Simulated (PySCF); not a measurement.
Finite-field polarisability of Ta (tantalum, neutral)

[Xe] 4f14 5d3 6s2, high-spin 4F determinant. Computed with PySCF 2.14 in ANO-RCC-VTZP (8s7p5d3f2g1h, 104 functions), with scalar relativity by spin-free X2C-1e. Frozen: [Xe] 4f14. Energy changes in a uniform field (μhartree):

| axis | F (au) | HF | MP2 | CCSD | CCSD(T) |
| --- | --- | --- | --- | --- | --- |
| x | 0.0016 | -96.584 | -83.872 | -87.677 | -87.125 |
| x | 0.0032 | -386.308 | -335.405 | -350.646 | -348.440 |
| y | 0.0016 | -96.584 | -83.872 | -87.677 | -87.125 |
| y | 0.0032 | -386.308 | -335.405 | -350.646 | -348.440 |
| z | 0.0016 | -96.584 | -83.872 | -87.677 | -87.125 |
| z | 0.0032 | -386.308 | -335.405 | -350.646 | -348.440 |

(1) Derive α along x at CCSD(T) from the two fields.

(2) And the mean polarisability at each level?

Spin-orbit coupling, absent here, splits the open shell strongly.

The basis has no added diffuse functions, which lowers α.

## Answers

(1) With ΔE = −αF²/2 − γF⁴/24, α = −(16 ΔE(F) − ΔE(2F))/(6F²) = 68.07 bohr³.

(2) HF 75.46, MP2 65.53, CCSD 68.50, CCSD(T) 68.07 bohr³. Reference: 74 ± 20 bohr³ (recommended; Schwerdtfeger and Nagle, table of static dipole polarizabilities (2023 update)).
